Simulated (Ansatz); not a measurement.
Program: Ansatz. Geometries: PBE0-D4/def2-TZVP. ΔE: electronic, gas phase. CBS: MP2 limit from def2 TZ/QZ plus the TZ coupled-cluster correction, frozen cores. This one scheme is used for every species. DFT in def2-TZVPP. Triplets are unrestricted, without spin–orbit coupling. Each species was taken in one conformer, which may not be the lowest.

Consider the formal loss of a carbene: `C[CH](C)[Al]([OH])[OH]` → `[CH2]` (triplet) + `C[CH2][Al]([OH])[OH]`.

| level | ΔE (kJ/mol) |
| --- | --- |
| PBE-D4 | 431.8 |
| r2SCAN-D4 | 401.8 |
| B2PLYP | 413.9 |
| PBE0 | 415.8 |
| CCSD/def2-TZVPP | 402.9 |
| HF/def2-QZVPP | 273.4 |
| MP2/def2-QZVPP | 434.9 |
| SCS-MP2/def2-QZVPP | 435.7 |

Question: What does CCSD(T)/CBS give? (An estimate is asked.)

Answer: Ansatz gave: +426.0 kJ/mol. The listed levels differ from it by 5.8, -24.2, -12.1, -10.2, -23.1, -152.6, 8.9, 9.7 kJ/mol.

Largest T1 diagnostic among the species: 0.011.

The D4 term adds +12.6 kJ/mol with B3LYP and +6.9 kJ/mol with PBE0; it sums over pairs of atoms, weighted by their polarisabilities, and B3LYP, whose exchange is more repulsive, gets the larger term. In def2-TZVPP, CCSD(T) changes the Hartree–Fock value by +141.3 kJ/mol (the triples alone add +11.9 kJ/mol) and MP2 by +154.9 kJ/mol. From PBE to PBE0 (25 % exact exchange), in def2-TZVPP and without D4, ΔE moves by −8.0 kJ/mol.

B3LYP here is the variant with VWN-RPA as its local correlation; programs differ in this.
